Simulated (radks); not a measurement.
Results of a calculation; reference values are marked as such.
Al2+, 11 electrons, occupied as [Ne] 7f1 (not the ground configuration). Code: a radial shooting solver on a logarithmic mesh with Libxc functionals. Model: Dirac Kohn-Sham, LDA (Slater exchange, Perdew-Wang correlation), spin-unpolarised, spherical densities, finite nucleus; open shells fill j = l - 1/2 first; Fermi nuclear charge, rms radius 3.061 fm.

Unscreened Slater integrals over Kohn-Sham orbitals (eV). Large and small components are both included. Empty in this configuration: 7f7/2.

F0(7f5/2,7f5/2): 1.1033
F2(7f5/2,7f5/2): 0.56714
F4(7f5/2,7f5/2): 0.40140
F0(7f5/2,2p3/2): 1.7061
F2(7f5/2,2p3/2): 0.026032
G2(7f5/2,2p3/2): 0.0017701
G4(7f5/2,2p3/2): 0.0011346
F0(7f5/2,2p1/2): 1.7061
G2(7f5/2,2p1/2): 0.0017438
F0(7f5/2,2s1/2): 1.7061
G3(7f5/2,2s1/2): 0.0010912
F0(7f5/2,7f7/2): 1.1033
F2(7f5/2,7f7/2): 0.56714
F4(7f5/2,7f7/2): 0.40140
G2(7f5/2,7f7/2): 0.56714
G4(7f5/2,7f7/2): 0.40140
G6(7f5/2,7f7/2): 0.31558
F0(2p3/2,2p3/2): 41.912
F2(2p3/2,2p3/2): 19.109
F0(2p3/2,2p1/2): 41.989
G2(2p3/2,2p1/2): 19.122
F0(2p3/2,2s1/2): 40.427
G1(2p3/2,2s1/2): 24.174
F0(2p3/2,7f7/2): 1.7061
F2(2p3/2,7f7/2): 0.026031
G2(2p3/2,7f7/2): 0.0017706
G4(2p3/2,7f7/2): 0.0011349
F0(2p1/2,2p1/2): 42.067
F0(2p1/2,2s1/2): 40.492
G1(2p1/2,2s1/2): 24.179
F0(2p1/2,7f7/2): 1.7061
G4(2p1/2,7f7/2): 0.0011176
F0(2s1/2,2s1/2): 39.497
F0(2s1/2,7f7/2): 1.7061
G3(2s1/2,7f7/2): 0.0010915
F0(7f7/2,7f7/2): 1.1033
F2(7f7/2,7f7/2): 0.56713
F4(7f7/2,7f7/2): 0.40140
F6(7f7/2,7f7/2): 0.31557
